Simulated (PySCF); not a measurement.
C₂H₇NSSi (charge +1 and doublet state).
Numbering: `[CH3:1][C:2](=[S:3])[SiH2:4][NH2+:5]` (hydrogens: H6, H7, H8 on C1; H9, H10 on Si4; H11, H12 on N5)

Cartesian coordinates in Å at the GFN2-xTB level; atoms count from 1:
```xyz
12
C2H7NSSi angstrom
C     -1.5748    0.4186    0.3921
C     -0.8328   -0.8406    0.3403
S     -1.2879   -2.3074    0.7423
Si     1.0666   -0.6657   -0.4091
N      1.6060    0.8553    0.1167
H     -1.0632    1.1162    1.0577
H     -1.5870    0.8904   -0.5917
H     -2.5976    0.2738    0.7377
H      1.7856   -1.7530    0.2260
H      0.7327   -0.6751   -1.8265
H      1.5369    1.7025   -0.4272
H      2.2168    0.9841    0.9099
```

The hyperfine couplings belong to this conformer and change with its torsions.

Theory: PySCF, UKS B3LYP, pcH-1 on C H N S Si, non-relativistic, mean-field spin-orbit, GIAO. One conformer (not necessarily the lowest) at the GFN2-xTB geometry, without solvent, vibrations or thermal averaging. A GFN2-xTB geometry isn't a minimum of the functional, and hyperfine couplings can be far from their values at a DFT geometry, by a factor of two or more for some ions and for spin on atoms past the first row. No stability test was run, so a lower SCF solution isn't excluded.

Principal values of hyperfine tensors in MHz (contact, dipolar and spin–orbit terms together), for some of the nuclei:

```csv
atom,isotope,A1,A2,A3
H10,1H,43.36,44.12,48.32
C1,13C,29.75,30.15,49.09
S3,33S,-58.42,-46.61,145.11
C2,13C,-8.42,-0.87,47.99
H8,1H,6.66,12.23,16.22
H7,1H,-13.64,-12.37,-4.88
N5,14N,4.23,4.32,22.05
H6,1H,-13.52,-10.93,-5.38
```

Give the isotropic coupling of each nucleus in MHz and in mT (g = 2.0053), and the anisotropic part.

a_iso = (A1 + A2 + A3)/3, Ti = Ai − a_iso; 1 mT corresponds to 28.067 MHz. The tensors hold a spin–orbit part: the run splits a_iso into a_FC + a_SO, and T includes its anisotropic share.

| atom | a_iso (MHz) | a_FC | a_SO | a_iso (mT) | T1 | T2 | T3 |
| --- | --- | --- | --- | --- | --- | --- | --- |
| H10 | 45.26 | 45.25 | 0.02 | 1.613 | -1.90 | -1.15 | 3.05 |
| C1 | 36.33 | 36.39 | -0.06 | 1.294 | -6.58 | -6.18 | 12.76 |
| S3 | 13.36 | 13.41 | -0.05 | 0.476 | -71.78 | -59.97 | 131.75 |
| C2 | 12.90 | 13.46 | -0.56 | 0.460 | -21.32 | -13.77 | 35.09 |
| H8 | 11.70 | 11.71 | -0.01 | 0.417 | -5.05 | 0.53 | 4.52 |
| H7 | -10.30 | -10.27 | -0.02 | -0.367 | -3.34 | -2.08 | 5.42 |
| N5 | 10.20 | 10.20 | 0.00 | 0.363 | -5.97 | -5.88 | 11.85 |
| H6 | -9.94 | -9.93 | -0.02 | -0.354 | -3.57 | -0.99 | 4.56 |

What spin density at the nucleus of C1 lies behind its contact coupling (g_N = 1.40482)?

a_FC = (2μ0/3) gₑ μB g_N μN ρ(0)/(2S·h) = 800.24 MHz × g_N × ρ(0)/(2S), with ρ in bohr⁻³. With a_FC = 36.39 MHz and 2S = 1, ρ(0) = 0.03237 bohr⁻³.

Si4 (29Si, g_N = -1.11058) isn't in the table. Its spin density at the nucleus is 0.02882 bohr⁻³. What is its contact coupling?

By the same relation, a_FC = -25.6 MHz. The spin–orbit term adds +0.07 MHz. Its full tensor has the principal values -43.06, -17.21, -16.35 MHz.

Name the largest traceless tensor T of the table and describe it.

S3: -71.8, -60.0, 131.7 MHz, rhombic: the two smaller values differ by 9 % of the largest.

What first-order splitting does S3 cause when the field lies along A1, A2 or A3 of its tensor (g taken as isotropic, no quadrupole term)?

4 lines (I = 3/2), spaced by |A_i|/(g × 13.996): 2.08, 1.66, 5.17 mT along the axes of A1, A2 and A3.

Hardware: an Arm Neoverse V2 with one thread, no GPU, shared host with 192 logical CPUs at a one-minute load of 75. Cost: 42 s wall (with the writing of density and orbital grids), 0.80 GiB resident at most.

The SMILES draws the unpaired electron on N5; the largest computed Mulliken spin population is on S3 (0.72 against 0.12).
